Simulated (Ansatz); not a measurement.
GeH$_{5}$PS, SMILES `[PH2][GeH2][SH]`. Charge 0, multiplicity 1. All single points use the PBE0-D4/def2-TZVP geometry. It is one conformer, not always the lowest.

```xyz
8

P    -0.651    0.058    1.710
Ge   -0.608    0.168   -0.606
S     1.205   -0.731   -1.540
H    -0.124   -1.260    1.737
H     0.630    0.661    1.838
H    -0.739    1.644   -1.022
H    -1.773   -0.651   -1.182
H     2.060    0.110   -0.936
```

What is the dipole moment at r2SCAN/def2-TZVPP? (Best estimate.)

The calculation gave: 0.89 D, with components (0.17, 0.63, 0.60) D in this frame, pointing from negative to positive charge.

And with PBE, B3LYP, ωB97M-V? (Estimate.)

Computed: PBE 0.84 D, B3LYP 0.89 D, ωB97M-V 0.90 D.

Give the Mulliken charges with r2SCAN, B3LYP, ωB97M-V in def2-TZVPP. (Estimate.)

Ansatz gave: 
| atom | r2SCAN | B3LYP | ωB97M-V |
| --- | --- | --- | --- |
| P1 | -0.16 | -0.16 | -0.21 |
| Ge2 | 0.31 | 0.27 | 0.17 |
| S3 | -0.32 | -0.30 | -0.29 |
| H4 | 0.04 | 0.05 | 0.08 |
| H5 | 0.03 | 0.03 | 0.07 |
| H6 | 0.00 | 0.00 | 0.03 |
| H7 | 0.00 | 0.01 | 0.03 |
| H8 | 0.11 | 0.11 | 0.12 |

B3LYP here is the variant with VWN-RPA as its local correlation; programs differ in this.
